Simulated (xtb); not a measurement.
hydronium (H₃O), SMILES [OH3+], charge +1. All values are semi-empirical tight-binding results from xtb (GFN2-xTB unless named), good for trends rather than for accurate numbers. Coordinates come from a GFN2-xTB optimisation.

Optimised geometry:

Bonds (Å): O1–H2 0.984, O1–H3 0.984, O1–H4 0.984. Angles (°): H2–O1–H3 112.0, H2–O1–H4 112.0, H3–O1–H4 112.0.
Charge +1, spin multiplicity 1.

Computed properties:
```
Property                                            Value
----------------------------------------  ---------------
point group as xtb finds it                           C3v
orbital gap                                      13.84 eV
zero-point energy                           19.3 kcal/mol
G − E(el) at 298.15 K (modified RRHO)        7.9 kcal/mol
static polarisability (D4 model)                9.0 bohr³
solvation energy, GFN2-xTB/ALPB(water)    -101.6 kcal/mol
solvation energy, GFN2-xTB/ALPB(acetone)   -81.7 kcal/mol
```

### Question
Give the IR lines (harmonic; lines under 4 % of the strongest left out, lines within 3 cm⁻¹ merged). (The exact figures need the calculation; the answer reports its results.)

### Answer
ν (cm⁻¹): 957 (vs), 1355 (s), 3258 (vs), 3318 (w) (against the strongest line: vs over 80 %, s over 45 %, m over 15 %, w over 4 %, vw less)

Computed atomic charges:
charges (e) O1 -0.31, H2 0.44, H3 0.44, H4 0.44.
